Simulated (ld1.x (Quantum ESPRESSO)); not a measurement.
## An all-electron radial function and its pseudo partner (lanthanum (La))

Columns: radius, all-electron u(r) and pseudo u(r) of the 5d shell (level -3.35 eV) of lanthanum in the configuration [Kr] 4d10 4f0 5s2 5p6 5d1 6s1.75 6p0.25; PW91, scalar-relativistic, TM scheme, ld1.x (Quantum ESPRESSO) 7.5.

| r (bohr) | all-electron | pseudo |
| --- | --- | --- |
| 0.148 | 0.1758 | 0.0011 |
| 0.295 | 0.0190 | 0.0083 |
| 0.443 | -0.2108 | 0.0269 |
| 0.590 | -0.2779 | 0.0600 |
| 0.738 | -0.2061 | 0.1089 |
| 0.885 | -0.0678 | 0.1715 |
| 1.033 | 0.0873 | 0.2446 |
| 1.180 | 0.2305 | 0.3217 |
| 1.328 | 0.3526 | 0.3980 |
| 1.475 | 0.4485 | 0.4667 |
| 1.623 | 0.5204 | 0.5248 |
| 1.770 | 0.5699 | 0.5690 |
| 1.918 | 0.6013 | 0.5993 |
| 2.065 | 0.6177 | 0.6161 |
| 2.213 | 0.6225 | 0.6217 |
| 2.360 | 0.6184 | 0.6181 |
| 2.508 | 0.6078 | 0.6077 |
| 2.655 | 0.5924 | 0.5924 |
| 2.802 | 0.5739 | 0.5739 |
| 2.950 | 0.5531 | 0.5531 |
| 3.098 | 0.5311 | 0.5311 |
| 3.245 | 0.5085 | 0.5085 |
| 3.393 | 0.4856 | 0.4856 |
| 3.540 | 0.4630 | 0.4630 |
| 3.688 | 0.4405 | 0.4405 |
| 3.835 | 0.4185 | 0.4185 |

Q: How many radial nodes do the two functions have?

A: The all-electron 5d function has n − l − 1 = 2; the pseudo-wave has 0, since the states of the same l below it are removed with the core.

Q: At about which radius was the pseudo-wave matched?

A: 2.95 bohr. The columns agree to 0.0005 from 2.36 bohr on; several derivatives are matched, so the curves merge somewhat inside the radius.

Q: Where does each function peak?

A: Outermost all-electron maximum near 2.21 bohr, pseudo maximum near 2.21 bohr (to the table’s step).

Q: Is the pseudo-wave norm-conserving?

A: Yes: the TM scheme keeps the norm inside the radius equal to the all-electron one, which fixes the energy derivative of the logarithmic derivative at the level.
